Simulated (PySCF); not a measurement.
## Radiative rates from a computed spectrum

Species: C₂H₁₁B₂O₂PSi.
SMILES: `COB([SiH2]PB)OC`

Computed, not measured: TDDFT CAM-B3LYP/def2-SVPD, vertical, gas phase, core orbitals frozen in the response in PySCF 2.14.0, density-fitted response routines. The structure is a single PBE0-D3(BJ)/def2-SVP conformer in the gas phase; no vibrational or solvent corrections. Torsions of this conformer, `[BH2:1][PH:2][SiH2:3][B:4]([O:5][CH3:6])[O:7][CH3:8]`: B1–P2–Si3–B4 43°, P2–Si3–B4–O5 63°, Si3–B4–O5–C6 1°, Si3–B4–O7–C8 180°.

A / s⁻¹ = 0.6670 f (ν̃ / cm⁻¹)² and τ = 1/A in vacuum; |μ| follows from f = (2/3) ΔE |μ|² (atomic units, 1 au = 2.5417 D); ∫σ dE = 109.76 f Mb·eV.

Only emission to the ground state at the vertical energy is counted.

Energies and rates of the computed singlets with f of 0.002 or more:

| state | E (eV) | A (s⁻¹) |
| --- | --- | --- |
| S1 | 4.83 | 1.01×10⁸ |
| S2 | 5.76 | 6.90×10⁷ |
| S3 | 5.84 | 2.59×10⁷ |
| S4 | 6.21 | 1.50×10⁷ |
| S5 | 6.33 | 7.54×10⁶ |
| S6 | 6.50 | 8.97×10⁷ |
| S7 | 6.64 | 8.28×10⁷ |
| S8 | 6.97 | 3.69×10⁷ |
| S9 | 7.24 | 1.49×10⁸ |
| S10 | 7.27 | 6.83×10⁷ |

Go back from the rates to the oscillator strengths and transition dipoles.

f = A / (0.6670 ν̃²), and |μ| follows from f:

```tsv
state	f	|μ| (D)	τ	main configurations (H = HOMO, L = LUMO)
S1	0.100	2.33	9.9 ns	H→L (91%)
S2	0.048	1.48	14 ns	H-3→L (44%), H-1→L (23%), H→L+1 (12%)
S3	0.017	0.89	39 ns	H→L+1 (72%)
S4	0.0090	0.62	67 ns	H-4→L (54%), H-1→L (22%)
S5	0.0043	0.43	130 ns	H-1→L (35%), H-4→L (28%), H-1→L+1 (14%)
S6	0.049	1.41	11 ns	H→L+3 (25%), H→L+2 (23%), H→L+6 (22%)
S7	0.043	1.31	12 ns	H-1→L+1 (69%), H-1→L (11%)
S8	0.018	0.81	27 ns	H→L+3 (30%), H→L+6 (28%), H→L+7 (28%)
S9	0.066	1.55	6.7 ns	H→L+2 (45%), H→L+4 (24%)
S10	0.030	1.04	15 ns	H-2→L (65%), H-2→L+1 (15%), H-3→L (12%)
```

How much energy does a mole of photons resonant with S9 carry?

7.235 eV × 96.485 = 698 kJ/mol (167 kcal/mol).

What is the integrated cross-section of all computed states together?

Σf = 0.384 over S1 to S10, so 109.76 × Σf ≈ 42.1 Mb·eV.

Suppose S1 emitted 0.3 eV lower with the same transition dipole. How would A change?

At fixed |μ|, A goes as the cube of the energy: (4.53/4.83)³ = 0.83, which makes τ about 12 ns.

All these states lie below the vertical ionisation energy of 8.97 eV (ΔSCF).
